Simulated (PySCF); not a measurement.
# GaHF + N₂ → GaN₂ + HF

Level: PBE0 in the def2-TZVP basis family, all electrons, no relativity, computed in PySCF with density fitting; open shells unrestricted.

| species | state and structure | E (Eh) | ZPE (kJ/mol) | H(298 K) − H(0) (kJ/mol) | S° (J/(mol K)) |
| --- | --- | --- | --- | --- | --- |
| GaHF | doublet, Cs, Ga–F 1.767 Å, Ga–H 1.610 Å; F–Ga–H 114.1° | -2024.98784 | 17.3 | 10.8 | 258.6 |
| N₂ | singlet, D∞h, N–N 1.089 Å | -109.44629 | 14.9 | 8.7 | 191.4 |
| GaN₂ | quartet, D∞h, Ga–N 1.807 Å (×2) | -2033.78045 | 9.3 | 12.8 | 264.2 |
| HF | singlet, C∞v, H–F 0.920 Å | -100.39188 | 24.9 | 8.7 | 173.6 |

Task: What is the electronic reaction energy?

Result: At PBE0/def2-TZVP, ΔE = 687.4 kJ/mol from the differences of the total energies times 2625.5, uphill. 

Task: Add zero-point, thermal and entropy terms for 298.15 K and 1 bar.

Result: ΔZPE = 2.0 and Δ[H(298) − H(0)] = 2.0 kJ/mol give ΔH° = 691.4 kJ/mol. ΔS° = -12.2 J/(mol K), so ΔG° = 691.4 − 298.15 × (-0.0122) = 695 kJ/mol.

Some spin contamination: GaN₂ (⟨S²⟩ 3.87). Each species is the lowest minimum found with this bonding; other isomers or fragments can lie lower.
